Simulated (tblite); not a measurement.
C3H10SSi3.
Numbering: `[CH2:1]=[C:2]1[CH2:3][SiH2:4][S:5][SiH2:6][SiH2:7]1` (hydrogens: H8, H9 on C1; H10, H11 on C3; H12, H13 on Si4; H14, H15 on Si6; H16, H17 on Si7)

Computed with GFN2-xTB (tblite), gas phase: L-BFGS steps from a force-field or distance-geometry start until the largest atomic force falls under 0.01 eV/Å.

Step 29: E = -543.2657 eV
```
atom  x, y, z in Å  |  force x, y, z in eV/Å
C1      2.1099   -0.9679   -0.5196   -0.030   0.039   0.016
C2      1.1020   -0.4120    0.1454    0.047  -0.011   0.006
C3      0.0956   -1.2601    0.8644    0.030   0.027   0.007
Si4    -1.6401   -1.2514    0.0649    0.031   0.059   0.016
S5     -2.6280    0.6288    0.3772   -0.010  -0.097  -0.025
Si6    -1.2376    2.0173   -0.5395    0.033  -0.034   0.021
Si7     0.8841    1.4745    0.2176    0.064  -0.029   0.011
H8      2.2617   -2.0370   -0.5633   -0.047   0.007  -0.006
H9      2.8392   -0.3707   -1.0396    0.006   0.007  -0.027
H10     0.0139   -0.9182    1.8989   -0.039  -0.002  -0.002
H11     0.4442   -2.2952    0.8915   -0.009   0.018   0.028
H12    -1.4949   -1.4811   -1.3696   -0.024  -0.006  -0.043
H13    -2.5246   -2.2126    0.7005   -0.017  -0.019   0.026
H14    -1.8474    3.2854   -0.1675    0.019   0.051   0.030
H15    -1.4259    1.8516   -1.9804   -0.016  -0.007  -0.071
H16     1.0928    1.8931    1.6147    0.010  -0.012  -0.021
H17     1.9480    2.0674   -0.6054   -0.047   0.009   0.035
```

Step 30: E = -543.2669 eV
```
atom  x, y, z in Å  |  force x, y, z in eV/Å
C1      2.1037   -0.9675   -0.5244   -0.014   0.022   0.002
C2      1.0989   -0.4114    0.1450    0.062  -0.026   0.030
C3      0.0972   -1.2597    0.8714    0.026   0.035  -0.011
Si4    -1.6363   -1.2542    0.0660    0.019   0.023   0.008
S5     -2.6288    0.6250    0.3615   -0.006  -0.069  -0.020
Si6    -1.2342    2.0215   -0.5412   -0.018  -0.047   0.022
Si7     0.8816    1.4753    0.2190    0.076  -0.058   0.022
H8      2.2559   -2.0369   -0.5686   -0.058   0.011   0.002
H9      2.8322   -0.3740   -1.0506   -0.013   0.019  -0.016
H10     0.0162   -0.9137    1.9050   -0.041  -0.007  -0.019
H11     0.4458   -2.2953    0.9012   -0.005   0.041   0.027
H12    -1.4857   -1.4898   -1.3682   -0.022  -0.006  -0.020
H13    -2.5232   -2.2155    0.7015    0.000   0.003   0.014
H14    -1.8440    3.2870   -0.1593    0.018   0.045   0.022
H15    -1.4200    1.8618   -1.9829   -0.015   0.001  -0.072
H16     1.0877    1.8932    1.6159    0.014  -0.010  -0.007
H17     1.9460    2.0662   -0.6014   -0.022   0.023   0.018
```

Step 31: E = -543.2681 eV
```
atom  x, y, z in Å  |  force x, y, z in eV/Å
C1      2.0984   -0.9670   -0.5287    0.011  -0.003  -0.016
C2      1.0971   -0.4110    0.1453    0.064  -0.027   0.053
C3      0.0988   -1.2586    0.8772    0.013   0.032  -0.022
Si4    -1.6327   -1.2563    0.0671    0.007  -0.028  -0.009
S5     -2.6300    0.6203    0.3475   -0.009  -0.028  -0.013
Si6    -1.2315    2.0241   -0.5423   -0.056  -0.045   0.007
Si7     0.8808    1.4749    0.2209    0.056  -0.065   0.027
H8      2.2498   -2.0366   -0.5730   -0.060   0.009   0.004
H9      2.8260   -0.3765   -1.0602   -0.028   0.027  -0.007
H10     0.0175   -0.9097    1.9098   -0.041  -0.005  -0.027
H11     0.4469   -2.2945    0.9101    0.001   0.052   0.023
H12    -1.4790   -1.4973   -1.3674   -0.019  -0.005   0.006
H13    -2.5216   -2.2187    0.7025    0.022   0.027   0.001
H14    -1.8393    3.2895   -0.1516    0.023   0.018   0.009
H15    -1.4151    1.8698   -1.9862   -0.013   0.012  -0.046
H16     1.0835    1.8933    1.6168    0.019  -0.008   0.012
H17     1.9432    2.0662   -0.5977    0.009   0.038  -0.002
```

Step 32: E = -543.2692 eV
```
atom  x, y, z in Å  |  force x, y, z in eV/Å
C1      2.0939   -0.9665   -0.5329    0.031  -0.028  -0.029
C2      1.0968   -0.4110    0.1465    0.057  -0.015   0.067
C3      0.1006   -1.2570    0.8821   -0.003   0.021  -0.025
Si4    -1.6292   -1.2586    0.0678   -0.001  -0.067  -0.026
S5     -2.6314    0.6151    0.3341   -0.017   0.010  -0.004
Si6    -1.2298    2.0254   -0.5433   -0.069  -0.034  -0.014
Si7     0.8812    1.4732    0.2231    0.016  -0.045   0.022
H8      2.2428   -2.0361   -0.5770   -0.053  -0.005  -0.001
H9      2.8199   -0.3782   -1.0692   -0.035   0.031   0.001
H10     0.0176   -0.9059    1.9138   -0.040   0.003  -0.028
H11     0.4480   -2.2928    0.9188    0.010   0.047   0.018
H12    -1.4736   -1.5042   -1.3668   -0.014  -0.006   0.026
H13    -2.5196   -2.2213    0.7036    0.038   0.044  -0.007
H14    -1.8337    3.2923   -0.1441    0.030  -0.019  -0.005
H15    -1.4109    1.8769   -1.9902   -0.009   0.022  -0.007
H16     1.0801    1.8933    1.6180    0.024  -0.006   0.030
H17     1.9405    2.0673   -0.5943    0.036   0.047  -0.018
```

Task: Estimate the geometry and energy of step 33. (The exact step hangs on the optimiser's Hessian estimate; all steps are aligned on step 32, rigid shifts and turns removed.)

Result: E = -543.2704 eV, largest force 0.083 eV/Å
```
atom  x, y, z in Å  |  force x, y, z in eV/Å
C1      2.0895   -0.9663   -0.5378    0.037  -0.044  -0.029
C2      1.0978   -0.4114    0.1492    0.043   0.006   0.065
C3      0.1025   -1.2549    0.8871   -0.016   0.005  -0.020
Si4    -1.6251   -1.2621    0.0681   -0.005  -0.074  -0.037
S5     -2.6331    0.6094    0.3195   -0.026   0.033   0.006
Si6    -1.2293    2.0262   -0.5446   -0.054  -0.021  -0.029
Si7     0.8820    1.4707    0.2259   -0.026   0.002   0.008
H8      2.2340   -2.0359   -0.5814   -0.036  -0.027  -0.014
H9      2.8129   -0.3794   -1.0791   -0.036   0.029   0.006
H10     0.0167   -0.9019    1.9176   -0.040   0.016  -0.024
H11     0.4494   -2.2901    0.9287    0.020   0.028   0.012
H12    -1.4681   -1.5117   -1.3659   -0.007  -0.011   0.031
H13    -2.5170   -2.2230    0.7048    0.042   0.044  -0.007
H14    -1.8279    3.2948   -0.1361    0.035  -0.057  -0.020
H15    -1.4069    1.8853   -1.9948   -0.007   0.031   0.033
H16     1.0772    1.8931    1.6199    0.028  -0.006   0.042
H17     1.9384    2.0692   -0.5908    0.049   0.046  -0.023
```

The energy changes by -0.0012 eV. The first-order estimate −F·Δx gives -0.0017 eV and the mean of the old and new forces, exact on a quadratic surface, -0.0012 eV. The step makes an angle of 76° with the force vector and moves no atom by more than 0.016 Å.

What follows is the cost of the whole relaxation. Hardware: one thread, Arm Neoverse N1 (aarch64), no GPU, shared host. Cost: 1.1 s.
